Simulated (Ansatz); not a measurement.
Isolated molecules relaxed with PBE0-D4/def2-TZVP in Ansatz; ΔE leaves out vibrations. CBS: MP2 limit from def2 TZ/QZ plus the TZ coupled-cluster correction, frozen cores. DFT in def2-TZVPP. B3LYP here is the variant with VWN-RPA as its local correlation; programs differ in this. HSE06 is defined as in plane-wave codes. def2 core potentials past Kr. For Ga, Te outer-core shells are correlated without core-valence functions, which leaves a few kJ/mol of doubt a bond. Scalar relativity is left out up to krypton. One conformer a species, not always the lowest.

Consider the formal exchange of groups at a Te–Ga bond: `[CH3][Ga]([CH3])[TeH]` + `O=CC(O)F` → `O=CC(F)[TeH]` + `[CH3][Ga]([CH3])[OH]`.

```csv
level,ΔE (kJ/mol),difference from CCSD(T)/CBS
LDA (SPW92),56.2,10.6
PBE-D4,46.5,0.9
revPBE-D4,41.4,-4.2
BLYP-D4,35.4,-10.2
r2SCAN-D4,47.3,1.7
PBE0-D4,58.2,12.6
B3LYP-D4,46.8,1.2
r2SCANh-D4,51.8,6.2
r2SCAN0-D4,58.2,12.6
HSE06-D4,58.2,12.6
BHLYP-D4,60.7,15.1
CAM-B3LYP-D4,51.8,6.2
ωB97X-V,53.9,8.3
ωB97M-V,53.7,8.1
B2PLYP,46.3,0.7
PBE-QIDH,58.2,12.6
PBE,46.9,1.3
revPBE,44.0,-1.6
BLYP,37.2,-8.4
r2SCAN,47.2,1.6
PBE0,58.3,12.7
B3LYP,47.6,2.0
r2SCANh,51.7,6.1
r2SCAN0,58.1,12.5
BHLYP,59.2,13.6
CAM-B3LYP,51.6,6.0
HF/def2-SVP,99.8,54.2
MP2/def2-SVP,70.6,25.0
CCSD/def2-SVP,78.0,32.4
CCSD(T)/def2-SVP,75.7,30.1
MP2/def2-TZVPP,44.3,-1.3
SCS-MP2/def2-TZVPP,43.7,-1.9
CCSD/def2-TZVPP,52.5,6.9
CCSD(T)/def2-TZVPP,49.4,3.8
HF/def2-QZVPP,70.4,24.8
MP2/def2-QZVPP,41.0,-4.6
SCS-MP2/def2-QZVPP,40.6,-5.0
HF/CBS(def2),70.0,24.4
MP2/CBS(def2),40.5,-5.1
CCSD/CBS(def2),48.7,3.1
CCSD(T)/CBS,45.6,0
```

Largest T1 diagnostic among the species: 0.014.

From BLYP to BHLYP (50 % exact exchange), in def2-TZVPP and without D4, ΔE moves by +21.9 kJ/mol. Leaving LDA and LC-ωPBE aside and taking each functional with its dispersion term where it has one, the values spread over 25.3 kJ/mol, from BLYP-D4 to BHLYP-D4. LDA lies +9.3 kJ/mol from PBE without D4.
